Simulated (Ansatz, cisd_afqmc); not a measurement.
System: C2H4NO, charge 0, doublet. C2H4NO (SMILES C[N]C=O, doublet).
B3LYP-D3(BJ)/def2-TZVP minimum from Ansatz (an electronic-structure program):
```
N
C 1 1.3717
O 2 1.2194 1 123.77
H 2 1.1003 3 122.31 1 -173.53
C 1 1.4319 2 117.95 4 -153.05
H 5 1.0921 1 113.48 2 -4.28
H 5 1.0931 6 110.90 1 123.56
H 5 1.0983 6 109.46 7 116.47
```
Charge 0, spin multiplicity 2.

Total energies in cc-pVTZ, 23 correlated electrons, 4 frozen orbitals. Radicals and triplets start from unrestricted determinants; spin-orbit coupling is neglected. Cores are frozen in correlated methods. No relativity. The Monte Carlo rows (phaseless AFQMC, CISD trial, step 0.005/hartree) carry one-sigma bars that omit the constraint's bias. Outlying blocks are dropped, and bars are widened where a walk drifts. Over all cases where full CI ran beside it in this data, AFQMC minus full CI had a median of +0.1 mEh and passed +0.4 mEh in a tenth of the cases. The UHF reference of C2H4NO (C[N]C=O, doublet) is spin-contaminated (<S^2> up to 0.14 over the pure value in the sets run).

```csv
method,program,energy (Eh),minus AFQMC/CISD (mEh)
HF,Ansatz,-207.40384,787.3 ± 0.6
MP2,Ansatz,-208.12059,70.5 ± 0.6
CCSD,Ansatz,-208.15894,32.2 ± 0.6
CCSD(T),Ansatz,-208.19094,0.2 ± 0.6
AFQMC/CISD,cisd_afqmc,-208.1911 ± 0.0006,0.0
```
